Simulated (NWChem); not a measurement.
Two isomers of C₃H₄F₂, each optimised at PBE-D3(BJ)/def2-SVP with NWChem. Flexible species stand in one conformer each, which need not be the lowest. 

A: C=CC(F)F
B: F[C@H]1[C@@H](C1)F

Question: Which is lower in energy, by how much, and how do their other properties compare?

Answer: A is lower by 12.7 kcal/mol in electronic energy; with zero-point energies, B − A = 12.8 kcal/mol.
```csv
,A,B
highest occupied level (eV),-7.01,-6.52
orbital gap (eV),5.60,6.92
dipole (D),1.85,0.98
highest harmonic frequency (cm⁻¹),3191,3176
zero-point energy (kcal/mol),39.8,39.9
```
